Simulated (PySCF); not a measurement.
CI2, SMILES [C](I)I (connectivity only; charge and spin as stated), neutral, multiplicity 1. Geometry: PBE-D3(BJ)/def2-TZVP. The def2 effective core potentials stand for the cores of I; spin–orbit coupling is left out.

Computed with PySCF with PBE-D3(BJ)/def2-TZVP.

Harmonic wavenumbers (cm⁻¹): 127, 494, 570. Rotational constants (GHz): 31.57, 0.6476, 0.6346; symmetry number 2.

Question: Work out the zero-point energy and the ideal-gas rigid-rotor harmonic-oscillator thermochemistry at 298.15 K and 1 atm.

Answer: ZPE = ½ Σ hcν = ½ × 1191 cm⁻¹ = 7.12 kJ/mol. H − E(el) = 19.90 kJ/mol. Entropy in J/(mol K): translation 178.37, rotation 109.74, vibration 17.46, total 305.58. G − E(el) = -71.21 kJ/mol. Cp = 51.19 J/(mol K). Modes under 150 cm⁻¹ make the vibrational entropy uncertain.
